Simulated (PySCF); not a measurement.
Task: Write Cartesian coordinates for `[Cl][GeH]([Cl])[GeH3]` as optimised with PBE0-D3(BJ)/def2-SVP.

Result: 
```
atom  x, y, z in Å
Cl1    2.1416   -1.3277   -0.8739
Ge2    1.4434    0.1814    0.5097
Cl3    2.1212    2.0993   -0.2277
Ge4   -0.9742    0.1642    0.4397
H5     2.1702   -0.0592    1.8420
H6    -1.5146    1.3009    1.3210
H7    -1.4833   -1.1935    0.9489
H8    -1.3824    0.3758   -1.0243
```

Orientation and origin are arbitrary. Atoms count from 1 in this order. Ge2 (germanium bonded to 2 Cl, Ge and H) is distorted tetrahedral (angles from 106.6° to 119.8°). Ge4 (germanium bonded to Ge and 3 H) is tetrahedral (angles from 107.0° to 110.6°).

Bonds between heavy atoms (Å): Cl1–Ge2 2.163, Ge2–Cl3 2.164, Ge2–Ge4 2.419.

Method: PBE0-D3(BJ)/def2-SVP geometry optimisation, gas phase in PySCF.

Point group: near Cs, missed by 0.08 Å at most; the miss may be what the optimiser left on a soft mode. No frequency check.
